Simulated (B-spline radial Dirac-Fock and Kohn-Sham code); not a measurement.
# How the levels of chlorine move as electrons are removed

Model: Dirac-Fock energy differences between relaxed states, corrected for Breit and QED terms. Program: a radial atomic solver. Each ion is free and in its tabulated ground configuration. Electron correlation is not included.

Reference: Cl⁻, [Ne] 3s2 3p6, with K 2818.9 eV, L1 268.6 eV, L2 198.1 eV, M1 18.11 eV. Shifts from it, in eV (a dash: the subshell is empty, belongs to an open shell averaged over j, or its hole state is left out as unreliable):

```tsv
ion	configuration	K	L1	L2	M1
Cl	[Ne] 3s2 3p5	+12.3	+12.1	+12.1	+9.8
Cl⁺	[Ne] 3s2 3p4	+27.2	+26.4	+26.5	+21.1
Cl²⁺	[Ne] 3s2 3p3	+44.4	+42.7	–	+33.5
Cl³⁺	[Ne] 3s2 3p2	+63.8	+60.9	+60.6	+47.0
Cl⁴⁺	[Ne] 3s2 3p1	+85.2	+80.8	+80.5	+61.5
Cl⁵⁺	[Ne] 3s2	+108.7	+102.3	+102.0	+76.8
```

Values without a named source are computed, but for edge energies of neutral atoms, which are taken from tables.
